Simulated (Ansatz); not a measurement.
Isolated molecules relaxed with PBE0-D4/def2-TZVP in Ansatz; ΔE leaves out vibrations. CCSD(T)/CBS adds triple-zeta CCSD(T) − MP2 to the extrapolated MP2 energy (def2 sets, frozen cores). DFT in def2-TZVPP. B3LYP here is the variant with VWN-RPA as its local correlation; programs differ in this. For Se outer-core shells are correlated without core-valence functions, which leaves a few kJ/mol of doubt a bond. Scalar relativity is left out up to krypton. Each species was taken in one conformer, which may not be the lowest.

Consider the formal exchange of groups at the Se–Si bond: `[SeH][SiH]1[CH2][AlH]1` + `CO[SiH2]F` → `CO[SiH](F)[SeH]` + `[CH2]1[AlH][SiH2]1`.

`[SeH][SiH]1[CH2][AlH]1`:

```xyz
9

Se   -1.322    0.214    2.446
Si   -0.877    0.249    0.205
C     0.394   -0.904   -0.613
Al    0.809    0.896   -1.264
H    -0.002    0.738    2.821
H    -2.214    0.061   -0.423
H     0.125   -1.858   -1.063
H     1.244   -1.064    0.073
H     1.843    1.668   -2.182
```

`CO[SiH2]F`:

Cartesian coordinates in Å:
```
C -1.009 0.934 -0.027
O -0.056 0.179 -0.745
Si 0.954 -0.912 -0.094
F 2.068 -0.201 0.803
H -0.542 1.809 0.433
H -1.776 1.270 -0.727
H -1.490 0.337 0.757
H 1.630 -1.590 -1.215
H 0.221 -1.826 0.815
```

`CO[SiH](F)[SeH]`:

Cartesian coordinates in Å:
```
C 1.282 -0.710 0.534
O -0.104 -0.857 0.312
Si -1.179 0.345 0.145
F -2.546 -0.391 -0.184
Se -0.612 1.803 -1.492
H 1.481 -0.325 1.539
H 1.742 -1.694 0.439
H 1.732 -0.034 -0.199
H -1.359 1.147 1.374
H -0.438 0.717 -2.468
```

`[CH2]1[AlH][SiH2]1`:

```xyz
8

C     0.391   -0.773   -0.300
Al   -1.439   -0.349    0.226
Si    0.394    1.084    0.202
H     0.867   -1.391    0.473
H     0.777   -1.069   -1.275
H    -2.879   -0.990    0.353
H     0.564    1.992   -0.966
H     1.325    1.496    1.288
```

```
          level  ΔE (kcal/mol)
       B3LYP-D4            1.5
        ωB97X-V            0.7
        ωB97M-V            0.9
          B3LYP            2.1
  HF/def2-TZVPP            1.5
 MP2/def2-TZVPP            2.6
CCSD/def2-TZVPP            1.5
  HF/def2-QZVPP            1.6
```

Problem. What does CCSD(T)/CBS give? (Estimate.)

Solution. The calculation gave: +1.6 kcal/mol. The listed levels differ from it by -0.1, -0.9, -0.7, 0.5, -0.1, 1.0, -0.1, 0.0 kcal/mol.

Largest T1 diagnostic among the species: 0.013.
